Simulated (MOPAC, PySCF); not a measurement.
[Ti(F)4], neutral singlet in the gas phase. 

Z-matrix (Å, degrees):
```
Ti
F 1 1.7436
F 1 1.7441 2 109.50
F 1 1.7445 2 109.20 3 -119.99
F 1 1.7446 2 109.36 4 -120.19
```
Charge 0, spin multiplicity 1.

All levels are single points at this geometry (BP86-D3(BJ)/def2-SVP); Pople sets use spherical d functions. Orbital energies aren't observables, and empty levels follow the basis.

HF/6-31G* (LANL2DZ on Ti) in PySCF gives HOMO (eV) = -17.90.

### Question
Estimate the HOMO (eV) from each of these levels: PBE-D3(BJ)/def2-TZVP in PySCF; TPSSh-D3(BJ)/def2-TZVP in PySCF; B3LYP/3-21G in PySCF; M06-2X/6-31G* (LANL2DZ on Ti) in PySCF; PBE/6-31G* (LANL2DZ on Ti) in PySCF; HF/3-21G in PySCF; HF/STO-3G in PySCF; PM7 in MOPAC.

### Answer

```csv
level,HOMO (eV)
PBE-D3(BJ)/def2-TZVP in PySCF,-10.43
TPSSh-D3(BJ)/def2-TZVP in PySCF,-11.38
B3LYP/3-21G in PySCF,-10.90
M06-2X/6-31G* (LANL2DZ on Ti) in PySCF,-14.30
PBE/6-31G* (LANL2DZ on Ti) in PySCF,-10.04
HF/3-21G in PySCF,-17.14
HF/STO-3G in PySCF,-11.96
PM7 in MOPAC,-14.37
```
